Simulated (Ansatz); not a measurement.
System: ScO2, net charge 0, doublet state. The spin state was set by rule; other spins were not relaxed. 
Structure (B3LYP-D3(BJ)/def2-TZVP (Ansatz, a quantum-chemistry and plane-wave program) minimum search):
SMILES: [O]=[Sc]=[O]
```xyz
3

Sc     0.1937    -0.0878     0.2172
O      0.9909     0.3448    -1.3028
O     -1.4994    -0.1143     0.7326
```
Charge 0, spin multiplicity 2.

Basis-set convergence of Hartree-Fock and CCSD(T) correlation energies (hartree) with Ansatz. Cores are frozen in the correlated levels unless marked. UHF or UKS for open shells. No spin-orbit coupling. Frozen are the shells of the preceding noble gas and the d and f shells that filled before the atom's block. Non-relativistic.

The T1 diagnostic of CCSD in the largest basis is 0.068, which is high, so the coupled-cluster rows are less sure than usual.

```json
[
 {"basis": "def2-SVP", "functions": "59", "E(HF)": "-909.23123", "E(corr, CCSD(T))": "-0.45468"},
 {"basis": "def2-TZVPP", "functions": "126", "E(HF)": "[?]", "E(corr, CCSD(T))": "[?]"}
]
```

Problem. Complete the blanks.

Solution. 
- def2-TZVPP, E(HF): -909.52627
- def2-TZVPP, E(corr, CCSD(T)): -0.56472
